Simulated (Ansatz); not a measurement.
Z-matrix (Å, degrees):
```
Sn
O 1 1.959
F 1 1.912 2 104.9
F 1 1.922 2 106.5 3 111.4
H 2 0.964 1 112.3 3 -154.6
```

Total charge 0; spin multiplicity 2. Sn: def2 effective core potential.

List the PBE0/def2-TZVPP orbital energies in eV (Ansatz). (An estimate is asked.)

The calculation gave: α occupied: -673.36, -673.29, -523.62, -141.50, -96.21, -96.11, -96.08, -32.71, -32.50, -30.40, -29.87, -29.84, -29.71, -29.14, -27.73, -15.60, -13.73, -12.59, -11.82, -11.76, -11.38, -11.24, -11.04, -10.02, -8.06. α empty: -0.56, -0.32, -0.18, 1.82, 3.02, 3.73, 3.79, 5.24. β occupied: -673.25, -673.19, -523.45, -141.43, -96.09, -96.08, -96.05, -32.49, -32.27, -30.21, -29.76, -29.75, -29.54, -29.01, -27.38, -15.18, -13.37, -12.06, -11.59, -11.57, -11.21, -11.15, -10.35, -9.80. β empty: -4.92, -0.05, 0.19, 0.27, 2.12, 3.45, 4.05, 4.19. ⟨S²⟩ = 0.755.
